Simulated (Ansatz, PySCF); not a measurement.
Species: C₂H₉Si₂, net charge 0, doublet state. SMILES: [SiH]([SiH2])(C)C
Geometry: optimised at B3LYP-D3(BJ)/def2-TZVP (Ansatz, a program for electronic structure).

Unscaled harmonic wavenumbers (cm⁻¹) in rising order, each level at the stationary point that it reaches from this structure (no distance between atoms moves by over 0.3 Å); the order of modes can differ between levels, and a negative number is imaginary. B3LYP-D3(BJ)/def2-TZVP (PySCF, at the structure above): 93, 141, 155, 162, 184, 210, 405, 472, 484, 627, 646, 703, 707, 766, 864, 882, 904, 940, 1283, 1293, 1456, 1458, 1464, 1470, 2174, 2187, 2198, 3025, 3030, 3094, 3098, 3108, 3109.

HF/6-31G* (Ansatz): 92, 155, 161, 166, 196, 223, 443, 527, 563, 678, 680, 741, 777, 837, 948, 969, 986, 1023, 1448, 1455, 1601, 1604, 1610, 1612, 2331, 2337, 2348, 3190, 3192, 3257, 3259, 3267, 3267. Zero-point energy 65.7 against 61.2 kcal/mol; where all levels lie over 400 cm⁻¹, the wavenumbers are on average 1.085 times those of B3LYP-D3(BJ)/def2-TZVP.

B3LYP/6-31G* (Ansatz): 91, 144, 154, 158, 183, 207, 406, 478, 490, 633, 638, 698, 716, 779, 883, 898, 915, 947, 1320, 1330, 1488, 1491, 1497, 1502, 2188, 2205, 2215, 3043, 3047, 3116, 3119, 3129, 3130. Zero-point energy 61.8 against 61.2 kcal/mol; where all levels lie over 400 cm⁻¹, the wavenumbers are on average 1.012 times those of B3LYP-D3(BJ)/def2-TZVP.
